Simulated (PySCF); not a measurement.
Mg(I)(Et) (C₂H₅IMg), SMILES C[CH2][Mg][I].

The structure is a stationary point at PBE0-D3(BJ)/def2-SVP. The structure was generated by enumeration; whether it is a known compound was not checked. The def2 effective core potentials stand for the cores of I; spin–orbit coupling is left out. One conformer was computed; it need not be the lowest.

The numbers are results of PySCF with B3LYP/def2-TZVP, not measurements.

Question: Estimate the frontier levels, gap, dipole moment and polarisability. (The exact figures need the calculation; the answer reports its results.)

Answer: 
| Item | Result |
|---|---|
| highest occupied level | -6.74 eV |
| lowest empty level | -1.45 eV |
| orbital gap | 5.28 eV |
| dipole moment | 2.18 D |
| quadrupole, principal values (traceless, Buckingham form, about the centre of nuclear charge) | -7.37, 3.27, 4.10 D·Å |
| mean static polarisability | 89.4 bohr³ (13.25 Å³) |
| polarisability, principal values | 70.4, 73.3, 124.6 bohr³ |
